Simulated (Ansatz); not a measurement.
C11H13FOTi, SMILES `C[O][Ti]12345678([F])([C@H]9[C@@H]1[C@@H]2[C@@H]3[C@H]94)[C@H]1[C@@H]5[C@@H]6[C@@H]7[C@H]18`, one more setting.

```yaml
crystal:
  periodic: [false, false, false]
  atoms:
    - {symbol: C, position_ang: [-2.315489, -1.234104, 1.263217]}
    - {symbol: O, position_ang: [-0.902499, -1.202581, 1.002497]}
    - {symbol: Ti, position_ang: [-0.104586, -0.152108, -0.237542]}
    - {symbol: F, position_ang: [-1.185516, -0.506799, -1.620801]}
    - {symbol: C, position_ang: [-1.585651, 1.736523, 0.048569]}
    - {symbol: C, position_ang: [-0.761766, 2.012961, -0.923669]}
    - {symbol: C, position_ang: [0.473204, 2.215107, -0.432653]}
    - {symbol: C, position_ang: [0.538090, 1.826908, 0.918927]}
    - {symbol: C, position_ang: [-0.860892, 1.594948, 1.222998]}
    - {symbol: C, position_ang: [1.229981, -1.582816, -1.625496]}
    - {symbol: C, position_ang: [1.916080, -0.415596, -1.478976]}
    - {symbol: C, position_ang: [2.321681, -0.202175, -0.139621]}
    - {symbol: C, position_ang: [1.836793, -1.375796, 0.495601]}
    - {symbol: C, position_ang: [1.177018, -2.272061, -0.432132]}
    - {symbol: H, position_ang: [-2.603796, -0.487131, 1.811671]}
    - {symbol: H, position_ang: [-2.918018, -1.389666, 0.345945]}
    - {symbol: H, position_ang: [-2.509234, -2.206360, 1.885656]}
    - {symbol: H, position_ang: [-2.644894, 1.421514, -0.054980]}
    - {symbol: H, position_ang: [-1.007680, 2.161204, -1.916535]}
    - {symbol: H, position_ang: [1.415044, 2.453625, -0.937307]}
    - {symbol: H, position_ang: [1.328175, 1.814318, 1.614228]}
    - {symbol: H, position_ang: [-1.230566, 1.219231, 2.233623]}
    - {symbol: H, position_ang: [0.817295, -2.013693, -2.522779]}
    - {symbol: H, position_ang: [2.130879, 0.327289, -2.307405]}
    - {symbol: H, position_ang: [2.889098, 0.633700, 0.258173]}
    - {symbol: H, position_ang: [1.964023, -1.503909, 1.544378]}
    - {symbol: H, position_ang: [0.704567, -3.078521, -0.079873]}
basis:
  gaussian: {orbitals: cc-pVTZ}
hamiltonian: {xc: {name: r2SCANh}, dispersion: d3bj}
```

```sh
$ ansatz run in.yaml --threads 10 --pin off --events-out ev --progress --plain --max-ram 110592MiB --backend cuda --devices 0, --max-vram 75GiB
```

Shortened log:

```
Warning: the engine holds no damping parameters fitted to this dispersion correction and functional, so the run takes those fitted to r2scanh beside the three-body term, which d3bj leaves out (hamiltonian.dispersion, under Limitations)
Functional definition: r2SCANh
3422 factors; their error is unknown
mean field evaluation 1: about -39467.4445 eV, gradient 1.1e2 eV
mean field evaluation 2: about -39109.0943 eV, gradient 5.1e2 eV
mean field evaluation 4: about -39475.4445 eV, gradient 1.2e2 eV
mean field evaluation 8: about -39495.9029 eV, gradient 1.8e0 eV
mean field evaluation 16: about -39495.9347 eV, gradient 1.4e-1 eV
mean field -39495.93475251 eV, -1451.4488308488 hartree, gradient 1.1e-5 eV, S^2 0.000000; 0 other end points of the search recorded, 0 dependent functions left out
reference -39495.93477351 eV, -1451.4488316205 hartree; 59, 59 occupied and 581, 581 virtual orbitals, 3422 factors
Total energy: -39496.25904166 eV, -1451.4607482549 hartree
```

Hardware: 10 threads of an AMD EPYC 7R13 on a shared host and a whole NVIDIA H100 80 GB. Wall time 3.3 s, peak host memory 1.3 GiB.
